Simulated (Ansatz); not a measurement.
`N[Si@@H](F)O[Si@@H](N)F`, relaxed with RKS PBE0-D4/def2-TZVP in Ansatz 0.2.0 from a PBE-D4/def2-SVP geometry. The force threshold is 0.005 eV/Å; the program also tests the step.

Charge 0, multiplicity 1.

Start:

```xyz
13

N     1.340   -0.367    2.378
Si   -0.077   -0.669    1.464
F    -1.435    0.045    2.052
O     0.176    0.008   -0.037
Si   -0.754    0.538   -1.313
N     0.289    0.614   -2.671
F    -1.981   -0.545   -1.453
H     1.788    0.551    2.335
H     1.478   -0.814    3.286
H    -0.360   -2.132    1.427
H    -1.395    1.864   -1.085
H     0.956   -0.141   -2.842
H    -0.024    1.048   -3.541
```

By how much does the energy fall, and how many steps does the optimiser take? (Best estimate.)

Ansatz gave: 15.99 kJ/mol, in 19 steps.

Which bonds change most? (Best estimate.)

The calculation gave: Si2–F3 from 1.643 to 1.599 Å; Si5–F7 from 1.643 to 1.599 Å; O4–Si5 from 1.666 to 1.622 Å; Si2–O4 from 1.666 to 1.622 Å.

Give the relaxed structure. (Estimate.)

Ansatz gave: 
```xyz
13

N     1.353   -0.385    2.240
Si   -0.151   -0.623    1.508
F    -1.357    0.130    2.238
O    -0.056   -0.009    0.010
Si   -0.825    0.478   -1.332
N     0.340    0.636   -2.545
F    -1.944   -0.620   -1.645
H     1.887    0.453    2.077
H     1.580   -0.814    3.121
H    -0.507   -2.053    1.527
H    -1.554    1.747   -1.156
H     1.111   -0.007   -2.617
H     0.123    1.067   -3.427
```
